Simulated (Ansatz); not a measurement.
Harmonic frequencies (cm⁻¹) at PBE0-D4/def2-TZVP from Ansatz: 91, 162, 283, 367, 522, 549, 650, 686, 800, 880, 944, 1079, 1165, 1291, 1389, 1458, 2236, 2255, 3003, 3083, 3831.

Each molecule was computed in one conformer, which needn't be the lowest.

Q: Which molecule is it?
A. `OC[SiH2]Cl`
B. `C[SiH](O)Cl`
C. `CO[SiH2]Cl`
D. `[CH3][GeH]1[CH]=[N]1`

A: A.
